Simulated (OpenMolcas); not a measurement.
An atom or ion with 31 electrons was computed by MS-RASPT2, IPEA 0.25 Eh, imaginary shift 0.1 Eh with spin-orbit coupling (OpenMolcas, ANO-RCC-VQZP, DKH2). The lowest levels that the run gave, each within 12 % of the measured value where one is at hand:

| J | Parity | E (cm⁻¹) | g |
| --- | --- | --- | --- |
| 1/2 | odd | 0.0 | 0.666 |
| 3/2 | odd | 5370 | 1.334 |
| 1/2 | even | 90670 | 2.667 |
| 3/2 | even | 92790 | 1.734 |
| 5/2 | even | 95730 | 1.598 |
| 3/2 | even | 121120 | 0.802 |
| 5/2 | even | 121560 | 1.204 |
| 1/2 | even | 149600 | 1.894 |
| 1/2 | even | 159700 | 0.778 |
| 3/2 | even | 162530 | 1.333 |

Question: Which ion is it, and what are the configurations and terms?

Answer: Br V (Z = 35, charge +4; active space 3 electrons in 9 orbitals (RAS2 4s 4p; RAS3 4d, at most 2 electrons)). J, parity and g give the terms where levels are pure, and mixed ones are named by the computed weights; the size of the splittings, set against known spectra of the 31-electron sequence, gives the charge. In order, with the measured energies in cm⁻¹ (Moore, Atomic Energy Levels, vol. II, NSRDS-NBS 35 (1971 reprint of NBS Circular 467, 1952)): 4s² 4p ²P°_1/2, 4s² 4p ²P°_3/2 (6090), 4s 4p² ⁴P_1/2, 4s 4p² ⁴P_3/2, 4s 4p² ⁴P_5/2, 4s 4p² ²D_3/2 (122941), 4s 4p² ²D_5/2 (123628), 4s 4p² ²S_1/2, 4s 4p² ²P_1/2 (158158), 4s 4p² ²P_3/2 (161011).

Active for correlation alone: 4d; no level in the range computed is led by a configuration that fills it, so any true level of that kind is missing. Measured partners are found by configuration, term and J. A level has none where our copy of the source lacks it or the pairing is in doubt (some pairs that miss far off the trend of their configuration count as doubtful), and it then counts in no deviation. Only configurations of the active space appear.

° marks odd parity.
